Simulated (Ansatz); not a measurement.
System: tribromo(ethenyl)germane, C2H3Br3Ge (charge 0, singlet). SMILES: [Br][Ge]([CH]=C)([Br])[Br]
Structure (B3LYP-D3(BJ)/def2-TZVP (Ansatz, a program for electronic structure) minimum search):
```
C
C 1 1.3252
H 2 1.0834 1 122.20
H 2 1.0845 3 116.66 1 -180.00
H 1 1.0846 2 121.87 3 180.00
Ge 1 1.9329 5 115.30 2 180.00
Br 6 2.3145 1 110.92 5 -180.00
Br 6 2.3157 1 110.48 5 -59.41
Br 6 2.3157 1 110.48 5 59.41
```

Quantity: vertical triplet-singlet gap (E(triplet) - E(singlet); each state is the SCF solution reached for its spin), in eV. Valence correlation only, unless marked. Open shells are spin-unrestricted. Spin-orbit coupling is left out. The frozen core is the preceding noble-gas configuration, with the filled d and f shells of earlier blocks. Non-relativistic. CBS marks a two-point X^-3 extrapolation of the correlation energy; Hartree-Fock from the larger set.

```csv
level,program,vertical triplet-singlet gap (eV)
HF/aug-cc-pVTZ,Ansatz,3.37
HF/aug-cc-pVQZ,Ansatz,3.36
SVWN5/def2-TZVPD,Ansatz,4.26
B3LYP/def2-TZVPD,Ansatz,4.33
BHLYP/def2-TZVPD,Ansatz,4.14
MP2/aug-cc-pVDZ,Ansatz,4.67
RI-MP2/aug-cc-pVTZ,Ansatz,4.67
"RI-MP2/CBS(aug-cc-pVTZ,aug-cc-pVQZ)",Ansatz,4.71
CCSD/aug-cc-pVDZ,Ansatz,4.41
```
